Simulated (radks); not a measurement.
Isoelectronic series with 5 electrons, each ion in its NIST ground configuration. Method: Dirac Kohn-Sham, PBE, spin-unpolarised, spherical densities, point nucleus; open shells are shared between the two j in proportion to 2j + 1; computed with a radial shooting solver on a logarithmic mesh with Libxc functionals. Total energies (hartree) and orbital eigenvalues (hartree):

ion	configuration	E (hartree)	2p3/2	2p1/2	2s1/2	1s1/2
B	[He] 2s2 2p1	-24.60320	-0.13251	-0.13262	-0.34702	-6.63648
Ne5+	[He] 2s2 2p1	-116.06252	-5.15969	-5.16702	-5.90877	-36.56281
P10+	[He] 2s2 2p1	-276.82996	-16.48591	-16.53663	-17.80061	-91.72291
Ca15+	[He] 2s2 2p1	-507.54558	-34.08048	-34.26583	-36.05775	-172.2945
Mn20+	[He] 2s2 2p1	-809.18055	-57.95372	-58.44742	-60.77835	-278.6112
Zn25+	[He] 2s2 2p1	-1183.03223	-88.12571	-89.21356	-92.09907	-411.1274
Br30+	[He] 2s2 2p1	-1630.75059	-124.6237	-126.7363	-130.1965	-570.4248
Zr35+	[He] 2s2 2p1	-2154.37596	-167.4818	-171.2311	-175.2910	-757.2247
Rh40+	[He] 2s2 2p1	-2756.38880	-216.7407	-222.9626	-227.6526	-972.4056
Sn45+	[He] 2s2 2p1	-3439.77418	-272.4480	-282.2510	-287.6081	-1217.026
Cs50+	[He] 2s2 2p1	-4208.1053	-334.6582	-349.4821	-355.5504	-1492.352
